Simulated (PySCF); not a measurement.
C2H9NOSi, SMILES CC[Si@@H](N)O.

The structure is a stationary point at PBE0-D3(BJ)/def2-SVP. The structure was generated by enumeration; whether it is a known compound was not checked. The values are those of a single conformer.

All values below come from PySCF with PBE/def2-TZVP.

Isolated molecule, no solvent.

**Question.** Estimate the frontier levels, gap, dipole moment and polarisability. (Estimate from the structure and the level; the computed values follow.)

**Answer.** 
```
Quantity                                                                                                        Value
---------------------------------------------------------------------------------------------  ----------------------
highest occupied level                                                                                       -6.16 eV
lowest empty level                                                                                            0.04 eV
orbital gap                                                                                                   6.20 eV
dipole moment                                                                                                  0.57 D
quadrupole, principal values (traceless, Buckingham form, about the centre of nuclear charge)  -7.27, -0.84, 8.10 D·Å
mean static polarisability                                                                       63.1 bohr³ (9.35 Å³)
polarisability, principal values                                                               57.4, 63.3, 68.6 bohr³
```
